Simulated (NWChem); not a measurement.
Molecule: AlClF$_{2}$; SMILES [F][Al]([F])[Cl]

Program: NWChem. Structure relaxed at the PBE0/def2-SVP level.

Diagonal of the polarisability tensor at B3LYP/def2-SVPD, static: 30.53, 33.12, 40.43 bohr³.

**Question.** Find the mean polarisability volume, the molar refraction, and the refractive index that an ideal gas of it would have at 273.15 K and 1 atm.

**Answer.** 
1. Mean: one third of the trace = 34.69 bohr³ × 0.14818 Å³/bohr³ = 5.14 Å³.
2. Molar refraction (Lorentz-Lorenz): (4π/3) N_A α = 13.0 cm³/mol.
3. Number density p/kT = 2.687 × 10⁻⁵ Å⁻³; n − 1 = 2π N α = 8.68 × 10⁻⁴.
4. These hold the electronic response alone: vibrational and orientational terms add to the static dielectric constant.
